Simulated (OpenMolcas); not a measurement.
**O I: CASPT2 settings compared**

| Item | Value |
| --- | --- |
| Program | OpenMolcas |
| Basis | ANO-RCC-VTZP [4s3p2d1f] |
| Scalar Hamiltonian | DKH2, point nucleus |
| Active space | 4 electrons in 3 orbitals (2p) |
| State averaging | 2S+1 = 3 even, 3 roots; 2S+1 = 1 even, 6 roots |
| Spin-orbit coupling | state interaction with AMFI integrals over the reference wave functions, term energies averaged over their components |

Methods on the same reference wave functions:
A. CASSCF
B. SS-CASPT2, IPEA 0.5 Eh, imaginary shift 0.1 Eh (closed shells correlated: 1s 2s)
C. SS-CASPT2, IPEA 0.1 Eh, sigma1 regulariser 0.15 Eh (closed shells correlated: 1s 2s)
D. XMS-CASPT2, IPEA 0.6 Eh, sigma2 regulariser 0.5 Eh (closed shells correlated: 1s 2s)

Energies in cm⁻¹ above 2s² 2p⁴ ³P₂, the measured ground level; measured values from NIST Handbook of Basic Atomic Spectroscopic Data.

| Level | A | B | C | D | Measured |
| --- | --- | --- | --- | --- | --- |
| 2s² 2p⁴ ³P₂ | 0.0 | 0.0 | 0.0 | 0.0 | 0.0 |
| 2s² 2p⁴ ³P₁ | 149 | 149 | 149 | 149 | 158 |
| 2s² 2p⁴ ³P₀ | 223 | 222 | 222 | 222 | 227 |
| 2s² 2p⁴ ¹D₂ | 17703 | 15590 | 15960 | 16200 | 15868 |
| 2s² 2p⁴ ¹S₀ | 43883 | 36080 | 35640 | 36050 | 33793 |

Deviations, from unrounded energies. A percentage is the sum of absolute deviations over the sum of measured energies, with the sign that they share, or ± where signs differ.

| Against measurement | Levels | A | B | C | D |
| --- | --- | --- | --- | --- | --- |
| mean absolute deviation (cm-1) | 4 | 3000 | 640 | 490 | 650 |
| fine structure of the ground term (%) | 2 | -3.5 | -3.5 | -3.5 | -3.5 |
| other terms of the ground configuration (%) | 2 | +24.0 | ±5.2 | +3.9 | +5.2 |

C lies closest to measurement on these levels and A furthest from it. The largest miss of C in the table is 2s² 2p⁴ ¹S₀, by +1800 cm-1. The ranking rests on the paired levels alone, and a cruder setting can come out closer through cancelling errors.

Among B to D the level of the table that moves most is 2s² 2p⁴ ¹D₂, by 610 cm-1 (lowest in B, highest in D). Moves below CASPT2's spread within the term are not significant.

The mean deviations of B to D differ by less than CASPT2's widest spread within a term (1800 cm-1), so their order carries little weight.

From A to B the spin-free energies of the other terms of 2s² 2p⁴ shown, above ³P, scale by factors of 0.82 to 0.88.

The lowest spin-free term lies below A's lowest term by 0.154 hartree in B, 0.162 hartree in C, 0.157 hartree in D.

CASPT2 does not keep the components of a term degenerate, so their means are used; among the terms shown or strongly mixed into the levels shown the widest spread is 1800 cm-1 (2s² 2p⁴ ¹D, D). With the s shell closed, the reference lacks s² → p² mixing. Without dynamic correlation excited terms often stand tens of per cent too high (terms of higher spin than the ground term too low), and those without a measured partner can miss by more than the paired ones (holds for A). Measured partners are found by configuration, term and J. A level has none where our copy of the source lacks it or the pairing is in doubt (some pairs that miss far off the trend of their configuration count as doubtful), and it then counts in no deviation. Levels of configurations outside the active space are missing.
